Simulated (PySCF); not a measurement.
boroxine cation (B3H3O3), SMILES B1OBOBO1 (connectivity only; charge and spin as stated), charge +1, multiplicity 2. Atoms are numbered in the order given.

```xyz
9

B      0.0000     0.0000     1.5167
O      0.0000     1.0950     0.6597
B      0.0000     1.1716    -0.7040
O      0.0000     0.0000    -1.4142
B      0.0000    -1.1716    -0.7040
O      0.0000    -1.0950     0.6597
H      0.0000     0.0000     2.7002
H      0.0000     2.2615    -1.2429
H      0.0000    -2.2615    -1.2429
```
Charge +1, spin multiplicity 2.

Geometry: B3LYP-D3(BJ)/def2-SVP. The spin state was assumed, not searched.

Two levels are set side by side: PBE/pcH-1 (PySCF) and B3LYP/pcH-1 (PySCF). Contact hyperfine couplings, same geometry. Differences are taken from unrounded values.

```tsv
quantity	B3LYP
A(iso) of 11B, atom B1 (MHz)	-34.0
A(iso) of 17O, atom O2 (MHz)	-48.7
A(iso) of 11B, atom B3 (MHz)	17.0
A(iso) of 17O, atom O4 (MHz)	5.5
A(iso) of 11B, atom B5 (MHz)	17.0
A(iso) of 17O, atom O6 (MHz)	-48.7
A(iso) of 1H, atom H7 (MHz)	-3.7
A(iso) of 1H, atom H8 (MHz)	252.8
A(iso) of 1H, atom H9 (MHz)	252.8
```

Question: What does PBE give, and how far is it from B3LYP? (Estimate from the structure and the level; the computed values follow.)

Answer: 
| quantity | PBE | PBE minus B3LYP |
|---|---|---|
| A(iso) of 11B, atom B1 (MHz) | -21.0 | 13.0 |
| A(iso) of 17O, atom O2 (MHz) | -44.8 | 3.9 |
| A(iso) of 11B, atom B3 (MHz) | 30.6 | 13.6 |
| A(iso) of 17O, atom O4 (MHz) | 2.8 | -2.7 |
| A(iso) of 11B, atom B5 (MHz) | 30.6 | 13.6 |
| A(iso) of 17O, atom O6 (MHz) | -44.8 | 3.9 |
| A(iso) of 1H, atom H7 (MHz) | -2.6 | 1.1 |
| A(iso) of 1H, atom H8 (MHz) | 260.4 | 7.6 |
| A(iso) of 1H, atom H9 (MHz) | 260.4 | 7.6 |

Rough cost on one machine, each run with all the roots and properties that it gave: B3LYP against PBE within a factor of 2.
